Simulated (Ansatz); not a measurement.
```yaml
crystal:
  periodic: [false, false, false]
  atoms:
    - {symbol: C, position_ang: [6.582733, 0.647378, 0.938814]}
    - {symbol: C, position_ang: [6.188430, 0.252089, -0.487957]}
    - {symbol: C, position_ang: [4.695364, 0.116091, -0.656036]}
    - {symbol: C, position_ang: [3.904215, 1.218663, -1.014627]}
    - {symbol: C, position_ang: [2.516682, 1.104907, -1.123916]}
    - {symbol: C, position_ang: [1.869400, -0.116233, -0.879285]}
    - {symbol: C, position_ang: [0.368855, -0.226669, -0.948754]}
    - {symbol: C, position_ang: [-0.311407, 0.088235, 0.401618]}
    - {symbol: C, position_ang: [-1.811337, -0.024706, 0.323957]}
    - {symbol: C, position_ang: [-2.456852, -1.248816, 0.557730]}
    - {symbol: C, position_ang: [-3.841792, -1.369135, 0.424730]}
    - {symbol: C, position_ang: [-4.631343, -0.270900, 0.049882]}
    - {symbol: C, position_ang: [-6.133044, -0.385847, -0.034361]}
    - {symbol: C, position_ang: [-6.817773, -0.077005, 1.301246]}
    - {symbol: C, position_ang: [-3.985437, 0.953144, -0.183519]}
    - {symbol: C, position_ang: [-2.600497, 1.073773, -0.050658]}
    - {symbol: C, position_ang: [2.659520, -1.217428, -0.514659]}
    - {symbol: C, position_ang: [4.047087, -1.103319, -0.405517]}
    - {symbol: H, position_ang: [6.129454, 1.611756, 1.219369]}
    - {symbol: H, position_ang: [7.675860, 0.740660, 1.040457]}
    - {symbol: H, position_ang: [6.234412, -0.103980, 1.665684]}
    - {symbol: H, position_ang: [6.570288, 1.006621, -1.197287]}
    - {symbol: H, position_ang: [6.676041, -0.701980, -0.753095]}
    - {symbol: H, position_ang: [4.387357, 2.179626, -1.224723]}
    - {symbol: H, position_ang: [1.922443, 1.977113, -1.419190]}
    - {symbol: H, position_ang: [0.076728, -1.243706, -1.262497]}
    - {symbol: H, position_ang: [-0.028026, 0.463317, -1.713316]}
    - {symbol: H, position_ang: [0.083563, -0.601855, 1.167128]}
    - {symbol: H, position_ang: [-0.021636, 1.105783, 0.716000]}
    - {symbol: H, position_ang: [-1.862102, -2.121959, 0.849225]}
    - {symbol: H, position_ang: [-4.322532, -2.335557, 0.614290]}
    - {symbol: H, position_ang: [-6.511462, 0.303075, -0.809278]}
    - {symbol: H, position_ang: [-6.405890, -1.404480, -0.360306]}
    - {symbol: H, position_ang: [-6.581015, 0.945475, 1.636859]}
    - {symbol: H, position_ang: [-6.475278, -0.768877, 2.087480]}
    - {symbol: H, position_ang: [-7.913011, -0.165834, 1.220260]}
    - {symbol: H, position_ang: [-4.579855, 1.826289, -0.475577]}
    - {symbol: H, position_ang: [-2.119368, 2.039929, -0.240670]}
    - {symbol: H, position_ang: [2.178286, -2.183971, -0.326972]}
    - {symbol: H, position_ang: [4.642927, -1.981646, -0.132557]}
basis:
  gaussian: {orbitals: STO-3G}
hamiltonian: {xc: {name: wB97X}}
scf: {lower_state_search: full}
output: {forces: true}
```

```sh
$ ansatz run in.yaml --threads 2 --pin off --events-out ev --progress --plain --max-ram 22528MiB --backend cuda --devices 0, --max-vram 18GiB
```

Output, abridged:

```
Functional definition: wB97X
1603 factors; integrals over basis functions are off by at most 4.5e-5 eV
583 factors; integrals over basis functions are off by at most 2.0e-6 eV
mean field evaluation 1: about -18793.5742 eV, gradient 1.7e1 eV
mean field evaluation 2: about -18793.2437 eV, gradient 1.7e1 eV
mean field evaluation 4: about -18794.4572 eV, gradient 2.3e0 eV
mean field evaluation 8: about -18794.4724 eV, gradient 1.1e-2 eV
mean field -18794.47241508 eV, -690.6841219034 hartree, gradient 5.0e-5 eV, S^2 0.000000; 0 other end points of the search recorded, 0 dependent functions left out
reference -18794.47237049 eV, -690.6841202644 hartree; 65, 65 occupied and 47, 47 virtual orbitals, 1603 factors
Total energy: -18794.47237049 eV, -690.6841202644 hartree
Atom 0 at     6.582733     0.647378     0.938814 Å, force     0.150741     0.243164     0.900536 eV/Å
Atom 1 at     6.188430     0.252089    -0.487957 Å, force     0.941265    -0.145947    -0.784552 eV/Å
Atom 2 at     4.695364     0.116091    -0.656036 Å, force    -0.912550    -0.048667     0.023760 eV/Å
Atom 3 at     3.904215     1.218663    -1.014627 Å, force     0.083595     0.136819    -0.074967 eV/Å
Atom 4 at     2.516682     1.104907    -1.123916 Å, force    -0.086453     0.118707    -0.092030 eV/Å
Atom 5 at     1.869400    -0.116233    -0.879285 Å, force     0.894660     0.099781     0.166753 eV/Å
Atom 6 at     0.368855    -0.226669    -0.948754 Å, force    -0.944192    -0.286263    -0.865099 eV/Å
Atom 7 at    -0.311407     0.088235     0.401618 Å, force     0.945544     0.287687     0.868979 eV/Å
Atom 8 at    -1.811337    -0.024706     0.323957 Å, force    -0.893919    -0.093999    -0.146656 eV/Å
Atom 9 at    -2.456852    -1.248816     0.557730 Å, force     0.086748    -0.140831     0.025535 eV/Å
Atom 10 at    -3.841792    -1.369135     0.424730 Å, force    -0.075266    -0.143590     0.048113 eV/Å
Atom 11 at    -4.631343    -0.270900     0.049882 Å, force     0.893949     0.096009     0.156849 eV/Å
Atom 12 at    -6.133044    -0.385847    -0.034361 Å, force    -0.774093    -0.290153    -0.921609 eV/Å
Atom 13 at    -6.817773    -0.077005     1.301246 Å, force    -0.328339     0.204446     0.854539 eV/Å
Atom 14 at    -3.985437     0.953144    -0.183519 Å, force    -0.091656     0.140647    -0.025666 eV/Å
Atom 15 at    -2.600497     1.073773    -0.050658 Å, force     0.070816     0.143085    -0.047174 eV/Å
Atom 16 at     2.659520    -1.217428    -0.514659 Å, force    -0.069096    -0.157313    -0.017136 eV/Å
Atom 17 at     4.047087    -1.103319    -0.405517 Å, force     0.095944    -0.146539     0.001954 eV/Å
Atom 18 at     6.129454     1.611756     1.219369 Å, force     0.065107    -0.117210    -0.095976 eV/Å
Atom 19 at     7.675860     0.740660     1.040457 Å, force    -0.150919    -0.029687    -0.079784 eV/Å
Atom 20 at     6.234412    -0.103980     1.665684 Å, force     0.054186     0.062396    -0.142820 eV/Å
Atom 21 at     6.570288     1.006621    -1.197287 Å, force    -0.048758    -0.020193     0.123654 eV/Å
Atom 22 at     6.676041    -0.701980    -0.753095 Å, force    -0.054942     0.071586     0.099854 eV/Å
Atom 23 at     4.387357     2.179626    -1.224723 Å, force    -0.009829    -0.004249     0.027796 eV/Å
Atom 24 at     1.922443     1.977113    -1.419190 Å, force     0.007920    -0.002607     0.028219 eV/Å
Atom 25 at     0.076728    -1.243706    -1.262497 Å, force     0.074810     0.067088     0.074747 eV/Å
Atom 26 at    -0.028026     0.463317    -1.713316 Å, force     0.079519    -0.012548     0.095669 eV/Å
Atom 27 at     0.083563    -0.601855     1.167128 Å, force    -0.078300     0.014090    -0.098038 eV/Å
Atom 28 at    -0.021636     1.105783     0.716000 Å, force    -0.073159    -0.069417    -0.076063 eV/Å
Atom 29 at    -1.862102    -2.121959     0.849225 Å, force    -0.008423     0.009476    -0.008209 eV/Å
Atom 30 at    -4.322532    -2.335557     0.614290 Å, force     0.005921     0.012811     0.003580 eV/Å
Atom 31 at    -6.511462     0.303075    -0.809278 Å, force     0.032226    -0.013399     0.129180 eV/Å
Atom 32 at    -6.405890    -1.404480    -0.360306 Å, force     0.026380     0.078667     0.104865 eV/Å
Atom 33 at    -6.581015     0.945475     1.636859 Å, force    -0.030799    -0.123948    -0.102425 eV/Å
Atom 34 at    -6.475278    -0.768877     2.087480 Å, force    -0.041786     0.053397    -0.148963 eV/Å
Atom 35 at    -7.913011    -0.165834     1.220260 Å, force     0.166358    -0.004445    -0.055637 eV/Å
Atom 36 at    -4.579855     1.826289    -0.475577 Å, force     0.006602    -0.009126     0.008766 eV/Å
Atom 37 at    -2.119368     2.039929    -0.240670 Å, force    -0.007838    -0.012401    -0.003325 eV/Å
Atom 38 at     2.178286    -2.183971    -0.326972 Å, force     0.006793     0.015994     0.021852 eV/Å
Atom 39 at     4.642927    -1.981646    -0.132557 Å, force    -0.008767     0.016679     0.020933 eV/Å
Dipole moment:    -0.002525     0.006029     0.023750 e Å
```

It took 11 s on 2 threads of AMD EPYC 7R13 on a shared host and a share (18 GiB) of an NVIDIA H100 80GB HBM3.
